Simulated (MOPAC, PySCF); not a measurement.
[Zr(F)2(H)2], neutral singlet in the gas phase. 

Cartesian coordinates (Å):
```xyz
5

Zr     0.1914    -0.0016    -0.0378
F      2.0358     0.3219    -0.3333
F     -0.6958     1.3811     0.9076
H     -0.6343    -0.1897    -1.6953
H      0.0294    -1.5710     0.9503
```
Charge 0, spin multiplicity 1.

All levels are single points at this geometry (BP86-D3(BJ)/def2-SVP); Pople sets use spherical d functions. Orbital energies aren't observables, and empty levels follow the basis.

PM6 in MOPAC gives gap (eV) = 9.12.

### Question
Estimate the gap (eV) from each of these levels: B3LYP-D3(BJ)/def2-TZVP in PySCF; PBE-D3(BJ)/def2-TZVP in PySCF; TPSSh-D3(BJ)/def2-TZVP in PySCF; B3LYP/6-311+G** (LANL2DZ on Zr) in PySCF; B3LYP/6-31G* (LANL2DZ on Zr) in PySCF; PBE/6-31G* (LANL2DZ on Zr) in PySCF; SVWN5/6-31G* (LANL2DZ on Zr) in PySCF; HF/6-31G* (LANL2DZ on Zr) in PySCF.

### Answer

```tsv
level	gap (eV)
B3LYP-D3(BJ)/def2-TZVP in PySCF	5.82
PBE-D3(BJ)/def2-TZVP in PySCF	3.98
TPSSh-D3(BJ)/def2-TZVP in PySCF	5.30
B3LYP/6-311+G** (LANL2DZ on Zr) in PySCF	5.61
B3LYP/6-31G* (LANL2DZ on Zr) in PySCF	5.67
PBE/6-31G* (LANL2DZ on Zr) in PySCF	3.86
SVWN5/6-31G* (LANL2DZ on Zr) in PySCF	3.64
HF/6-31G* (LANL2DZ on Zr) in PySCF	12.71
```
